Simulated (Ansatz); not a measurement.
CH₄N (SMILES [CH2]N), doublet, at a GFN2-xTB geometry; BLYP/def2-SVP in Ansatz (a first-principles code).

Here is a job for Ansatz.
Ansatz 0.2 input:
```yaml
crystal:
  periodic: [false, false, false]
  atoms:
    - {symbol: C, position_ang: [0.11969841, 0.72071728, -0.00763830]}
    - {symbol: N, position_ang: [-0.08484190, -0.65766184, 0.00683957]}
    - {symbol: H, position_ang: [-0.51938453, -1.00090422, 0.85240262]}
    - {symbol: H, position_ang: [-0.52837018, -1.01721263, -0.82720202]}
    - {symbol: H, position_ang: [0.46666690, 1.15768540, 0.90941225]}
    - {symbol: H, position_ang: [0.45679066, 1.13976065, -0.93666007]}
basis:
  gaussian:
    orbitals: def2-SVP
    fitting: {mean_field: def2-universal-JKFIT}
hamiltonian:
  xc: blyp
magnetization: {spin_polarized: true, initial_magnetization: 1}
```

The log (banner, timings and long lists left out):

```
Functional definition: BLYP
224 factors; integrals over basis functions are off by at most 2.3e-1 eV
mean field evaluation 1: about -2580.5021 eV, gradient 3.8e1 eV
mean field evaluation 2: about -2569.3915 eV, gradient 6.0e1 eV
mean field evaluation 4: about -2587.1229 eV, gradient 5.4e0 eV
mean field evaluation 8: about -2587.2606 eV, gradient 1.1e-2 eV
mean field -2587.26060134 eV, -95.0800733912 hartree, gradient 3.3e-5 eV, S^2 0.752020; 0 other end points of the search recorded, 0 dependent functions left out
reference -2587.26083447 eV, -95.0800819582 hartree; 9, 8 occupied and 39, 40 virtual orbitals, 224 factors
Total energy: -2587.26083447 eV, -95.0800819582 hartree
```
